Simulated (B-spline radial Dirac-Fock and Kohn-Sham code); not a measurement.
Calculated with an atomic code on a B-spline grid, using relaxed Dirac-Fock hole states (ΔSCF) with Breit and QED corrections and a finite nucleus. Free neutral atoms.

Q: Order these X-ray lines by photon energy, lowest first.
A. Tm Lη
B. Sm Lβ1
C. Lu Lβ3
D. Pr Lβ6
E. Yb Lβ6
F. Tb Lγ2

A: D (5651.2 eV), B (6205.7 eV), A (7305.0 eV), F (8387.5 eV), E (8450.5 eV), C (8849.0 eV).
